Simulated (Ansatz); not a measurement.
**C11H20O2 (SMILES CC(C)(C)C(=O)CC(=O)C(C)(C)C): the vertical ionisation energy from total energies**

The species is C11H20O2 (33 atoms), meant as a singlet with charge 0. SMILES: `CC(C)(C)C(=O)CC(=O)C(C)(C)C`. The coordinates come from a PBE0-D4/def2-TZVP relaxation. This is one conformer, not always the lowest.

```xyz
33

C    -2.5128    1.1208   -1.0727
C    -2.1630    0.4374    0.2445
C    -3.2016    0.7831    1.3086
C    -2.1344   -1.0840    0.0365
C    -0.7803    0.8212    0.7815
O    -0.5014    0.6531    1.9432
C     0.2744    1.3744   -0.1705
C     0.9952    0.2560   -0.9151
O     0.6192   -0.0622   -2.0164
C     2.1536   -0.4844   -0.2387
C     3.1947   -0.8178   -1.3042
C     1.5615   -1.7869    0.3195
C     2.7972    0.3048    0.8960
H    -3.5170    0.8177   -1.3790
H    -2.5172    2.2100   -0.9733
H    -1.8222    0.8444   -1.8713
H    -4.1866    0.4377    0.9857
H    -3.2574    1.8628    1.4695
H    -2.9575    0.3118    2.2602
H    -3.1231   -1.4194   -0.2874
H    -1.4152   -1.3730   -0.7319
H    -1.8850   -1.5979    0.9667
H     0.9719    1.9484    0.4355
H    -0.1816    2.0097   -0.9266
H     3.9899   -1.4236   -0.8634
H     2.7462   -1.3712   -2.1288
H     3.6470    0.0901   -1.7117
H     0.8232   -1.5931    1.0997
H     1.0928   -2.3713   -0.4745
H     2.3637   -2.3852    0.7591
H     2.0916    0.5062    1.7039
H     3.6253   -0.2746    1.3118
H     3.2088    1.2549    0.5437
```

Both states at this one shape; open shells run unrestricted unless said. 1 Eh = 27.2114 eV.

| level | program | singlet C11H20O2 (Eh) | doublet [C11H20O2]+ (Eh) | HOMO of the first (eV) |
| --- | --- | --- | --- | --- |
| HF/MINI | Ansatz | -573.291332 | -572.932511 | -12.27 |
| HF/MIDI | Ansatz | -574.445304 | -574.144300 | -10.64 |

Work out the vertical ionisation energy at each level.


1. HF/MINI: -572.932511 − (-573.291332) = 0.358821 Eh = 9.76 eV; −ε(HOMO) = 12.27 eV.
2. HF/MIDI: -574.144300 − (-574.445304) = 0.301004 Eh = 8.19 eV; −ε(HOMO) = 10.64 eV.

No measured value is set beside it here; the levels span 8.19 to 9.76 eV. In Hartree–Fock, −ε(HOMO) (Koopmans) exceeds the difference of totals by the orbital relaxation of the ion. Minimal sets are far from the basis-set limit. The second state is spin-contaminated at HF/MINI (⟨S²⟩ = 0.93).
